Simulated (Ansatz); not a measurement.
Species: C$_{2}$H$_{6}$N$_{2}$O, SMILES `N/C=N/CO` (charge 0, multiplicity 1).

**Question.** Give a relaxed geometry from r2SCAN-D4/def2-TZVP in Ansatz (a first-principles code).

**Answer.** One answer among several that fit: the end point of this relaxation, one of several conformers (outside a Z-matrix the atoms follow the SMILES, hydrogens last).
Z-matrix (Å, degrees):
```
N
C 1 1.2716
N 2 1.3627 1 122.86
H 3 1.0051 2 118.49 1 160.38
H 3 1.0085 4 116.78 2 147.68
H 2 1.0999 1 123.29 3 -177.13
C 1 1.4384 2 116.97 6 0.52
H 7 1.0999 1 108.36 2 -123.18
H 7 1.1007 8 108.61 1 -123.34
O 7 1.4172 8 110.33 9 -115.18
H 10 0.9660 7 105.95 8 -73.65
```
